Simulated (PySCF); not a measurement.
H3Cl2GeN, SMILES [NH2][GeH]([Cl])[Cl] (PBE0/def2-SVP optimised geometry):

```
7

Ge    -0.852    -0.734     0.000
N     -1.353    -1.830    -1.341
Cl     1.298    -0.734     0.000
Cl    -1.606    -1.617     1.809
H     -1.298     0.734     0.000
H     -0.955    -1.651    -2.258
H     -2.337    -2.071    -1.399
```

Computed with PBE0/def2-TZVP in PySCF 2.14.0.

Task: What are the frontier orbital energies and the dipole moment?

Result: HOMO-2 -9.13 eV, HOMO-1 -9.10 eV, HOMO -8.14 eV, LUMO -0.46 eV, LUMO+1 0.40 eV; dipole moment 3.12 D.

On the same geometry PySCF with PBE/def2-TZVP gives HOMO-2 -7.70 eV, HOMO-1 -7.67 eV, HOMO -6.65 eV, LUMO -1.47 eV, LUMO+1 -0.47 eV; dipole moment 3.01 D.

Meta-Löwdin charges at PBE0/def2-TZVP: Ge1 0.89, N2 -0.71, Cl3 -0.30, Cl4 -0.30, H5 -0.07, H6 0.25, H7 0.25.
